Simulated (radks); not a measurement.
Q: Species: Fe2+. Configuration: [Ar] 3d6. Calculated with a radial shooting solver on a logarithmic mesh with Libxc functionals: Dirac Kohn-Sham, Slater X-alpha with alpha = 0.667, spin-unpolarised, spherical densities, point nucleus; open shells fill j = l - 1/2 first. Some entries of the table are withheld. Estimate them.

orbital  occ.  eigenvalue (hartree)  r(max) (bohr)
1s1/2       2             -257.1706        0.03833
2s1/2       2             -30.64807            (1)
2p1/2       2             -26.54804            (2)
2p3/2       4             -26.09058            (3)
3s1/2       2                   (4)            (5)
3p1/2       2              -2.86058         0.7086
3p3/2       4              -2.80372         0.7160
3d3/2       4              -0.90262            (6)
3d5/2       2              -0.89684            (7)

A: 
(1) 2s1/2 r(max) (bohr): 0.2229
(2) 2p1/2 r(max) (bohr): 0.1781
(3) 2p3/2 r(max) (bohr): 0.1806
(4) 3s1/2 eigenvalue (hartree): -4.05543
(5) 3s1/2 r(max) (bohr): 0.7017
(6) 3d3/2 r(max) (bohr): 0.7070
(7) 3d5/2 r(max) (bohr): 0.7097
